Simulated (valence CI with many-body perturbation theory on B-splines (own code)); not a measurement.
The numbers below are computed, except where a source is named.
**Ta: input, log and results**

Method: configuration interaction combined with many-body perturbation theory (CI+MBPT): five valence electrons over a frozen Dirac-Fock core [Xe] 4f14, radial functions for each j: 6 s, 6 p, 5 d, 5 f, 1 g, with the one-electron correlation potential Σ1 (screened to all orders), the two-electron term Σ2, the three-electron term Σ3, Breit, model QED; selected single and double excitations, second order for the rest, scaled by the run's own slope (own B-spline code, finite nucleus).

Command, and the settings that its task file holds:

```sh
python run_cv.py task.json out
```

```
atom Ta  Z=73  mass_number=181  rms_radius_fm=5.3507
core [Xe] 4f14
valence 5d3 6s2
avg = 1
basis = S
breit = 1
cap = 10000
capref = 1200
cscale = 1
de = 0.0
dress = 0
eps = 2e-08
extrap = 1
h = 0.27
hh = 1
l2 = 3
lcore = 1
maxit = 60
n2 = 5
natural = 1
nlev = 20
nno = [3, 3, 3, 3, 1]
nroot = 26
nsp = [3, 3, 2, 2, 0]
pt2 = 1
qed = 1
rpa = 1
s1 = 1
s2 = 1
s3 = 1
screen = 1
tol = 2e-05
whole = 1
```

It took 2.1 min on 1 thread of Intel(R) Xeon(R) Platinum 8375C CPU @ 2.90GHz (Ice Lake), on a shared host.

Log. The first blocks belong to the next ion, which gives the ionisation energy. Fields: 2J, parity (1 odd), roots, reference size, generating configurations, candidates as configurations/state functions, variational space P, stored matrix elements, Davidson steps; e2 is the range of second-order energies in hartree. The first line gives the box (bohr), its intervals, the orbitals and the steps of their self-consistent field. Window is the range of levels sought, series limit the energy at which the first omitted orbital would enter, core excitation an estimate of the first excitation out of the core, left out the lowest levels not solved, and shifts from estimates the range by which levels moved from their first estimate, all in cm⁻¹.

```
rmax 49.2 intervals 67 orbitals 40 references ['5d3 6s2', '5d2 6s2 6p', '5d4 6s', '5d3 6s 6p'] scf 12 t 2.7
2J=2 par=0 roots 2 ref 26 generators 12 cand 3190/12024 P 303/999 nnz 0 it 0
2J=2 par=0 roots 2 ref 26 generators 81 cand 19553/99280 P 1307/4999 nnz 3.1e+06 it 13
   second order: generators 206 cand 30005/153640 e2 -0.00177 -0.00122
2J=4 par=0 roots 2 ref 39 generators 17 cand 3379/16813 P 261/997 nnz 0 it 0
2J=4 par=0 roots 2 ref 39 generators 86 cand 21358/146385 P 1117/4994 nnz 3.3e+06 it 14
   second order: generators 213 cand 32352/224601 e2 -0.00270 -0.00220
reference levels 520, estimated 72, window 14564 1/cm; series limit 52580, core excitation 199351
2J=3 par=0 roots 5 ref 17 generators 57 cand 25113/413185 P 634/3510 nnz 1.8e+06 it 8
2J=3 par=0 roots 5 ref 17 generators 257 cand 75693/1340635 P 1519/9985 nnz 1.1e+07 it 13
   second order: generators 390 cand 95548/1763598 e2 -0.00902 -0.00657
2J=5 par=0 roots 5 ref 19 generators 49 cand 27650/612776 P 487/3519 nnz 2.3e+06 it 8
2J=5 par=0 roots 5 ref 19 generators 202 cand 67081/1490917 P 1195/9999 nnz 1.4e+07 it 15
   second order: generators 333 cand 88355/2086742 e2 -0.01130 -0.00805
2J=7 par=0 roots 4 ref 16 generators 32 cand 19718/457001 P 480/3509 nnz 2.4e+06 it 8
2J=7 par=0 roots 4 ref 16 generators 153 cand 57272/1362574 P 1169/9965 nnz 1.4e+07 it 14
   second order: generators 287 cand 83032/2113573 e2 -0.01047 -0.00743
2J=9 par=0 roots 4 ref 12 generators 31 cand 17369/354349 P 584/3497 nnz 2.1e+06 it 7
2J=9 par=0 roots 4 ref 12 generators 170 cand 56531/1232896 P 1379/9999 nnz 1.3e+07 it 11
   second order: generators 298 cand 79759/1927584 e2 -0.00809 -0.00702
2J=1 par=0 roots 3 ref 11 generators 34 cand 20542/185719 P 880/3512 nnz 1.8e+06 it 7
2J=1 par=0 roots 3 ref 11 generators 161 cand 60434/583177 P 2290/9996 nnz 9.1e+06 it 11
   second order: generators 271 cand 83034/869117 e2 -0.00512 -0.00374
2J=5 par=1 roots 2 ref 99 generators 37 cand 23938/314400 P 549/3635 nnz 2e+06 it 9
2J=5 par=1 roots 2 ref 99 generators 115 cand 52264/930282 P 1356/9999 nnz 1.1e+07 it 16
   second order: generators 201 cand 79990/1546133 e2 -0.00768 -0.00618
2J=3 par=1 roots 2 ref 90 generators 30 cand 15860/177070 P 595/3617 nnz 1.8e+06 it 11
2J=3 par=1 roots 2 ref 90 generators 111 cand 51174/741346 P 1451/9999 nnz 1e+07 it 20
   second order: generators 328 cand 96858/1606404 e2 -0.00694 -0.00554
2J=1 par=1 roots 2 ref 54 generators 39 cand 19969/126365 P 883/3559 nnz 1.5e+06 it 10
2J=1 par=1 roots 2 ref 54 generators 134 cand 48633/399481 P 2239/9996 nnz 8.1e+06 it 14
   second order: generators 372 cand 89113/831378 e2 -0.00481 -0.00481
2J=11 par=0 roots 1 ref 5 generators 17 cand 15655/283169 P 667/3503 nnz 1.9e+06 it 6
2J=11 par=0 roots 1 ref 5 generators 78 cand 49188/900618 P 1496/9999 nnz 1e+07 it 9
   second order: generators 217 cand 88701/1751473 e2 -0.00479 -0.00479
left out: unestimated 18999, estimated 16072, shifts from estimates -167 to 272
operators 11.8
```

The Davidson iterations converged. The settings are bad on purpose, so the numbers may not be properties of the ion.

Set against measurement, 6 paired levels are off by 540 cm⁻¹ on average, the worst by 907. These come from a selection out of the NIST Handbook of Basic Atomic Spectroscopic Data. Levels without a partner in it may be off by more, other configurations by 1,000 to 4,000 cm⁻¹. Among the levels kept, up to 2500 cm⁻¹ of a level comes from second order outside the variational space, and about a tenth of that is noise between levels of different J, which matters for small intervals.

| Item | Value |
| --- | --- |
| Valence energy | -4.649074 hartree |
| Ionisation energy | 7.4257 eV (NIST: 7.54957 eV (measured)) |
| Reference configurations for the orbitals | 5d3 6s2, 5d2 6s2 6p, 5d4 6s, 5d3 6s 6p |
| Radial orbitals | 40 |
| Box radius | 49.23 bohr |
| Largest variational space | 9999 |
| Lowest levels | 5d³6s² ⁴F_3/2 0.0000, 5d³6s² ⁴F_5/2 0.1964, 5d³6s² ⁴F_7/2 0.3987, 5d³6s² ⁴F_9/2 0.5844, 5d³6s² ⁴P_3/2 0.7178, 5d³6s² ⁴P_1/2 0.7388, 5d³6s² ⁴P_5/2 1.050, 5d³6s² ²G_7/2 1.127, 5d³6s² ²D_3/2 1.138, 5d³6s² ²G_9/2 1.264, 5d³6s² ²P_1/2 1.276, 5d³6s² ²D_5/2 1.408, 5d⁴6s ⁶D_1/2 1.419, 5d⁴6s ⁶D_3/2 1.471 eV |

Names give the largest LS component (configuration and term), which can be under half, so a name can repeat, a term be missing and a line seem to break the LS rules; names also repeat where a configuration has a term twice.
